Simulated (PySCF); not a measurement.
## Electron correlation in Se (selenium, neutral)

[Ar] 3d10 4s2 4p4, high-spin 3P determinant. Calculation: PySCF 2.14, in def2-TZVP (6s5p4d1f, 48 functions); no relativity, point nucleus. Frozen: [Ar] 3d10; 6 electrons correlated.

MP2 pair energies summed by pair of shells (mhartree):

```tsv
pair	energy	share (%)
4s-4p	-46.61	46.6
4p-4p	-44.84	44.8
4s-4s	-8.67	8.7
```

Total MP2 correlation energy: -100.12 mhartree.

Same-spin part -22.73 and opposite-spin part -77.39 mhartree; SCS-MP2 scales them by 1/3 and 6/5 to -100.45 mhartree.

```json
{"level": "CCSD", "correlation energy (mhartree)": "-119.11"}
{"level": "(T)", "correlation energy (mhartree)": "-3.67"}
{"level": "CCSD(T)", "correlation energy (mhartree)": "-122.78"}
```

Diagnostics: T1 = 0.0084, D1 = 0.0260, largest double amplitude 0.049.

Question: Is a single reference adequate?

Answer: Yes, within this model without spin-orbit coupling: T1 lies below 0.03 and no double amplitude reaches 0.07.
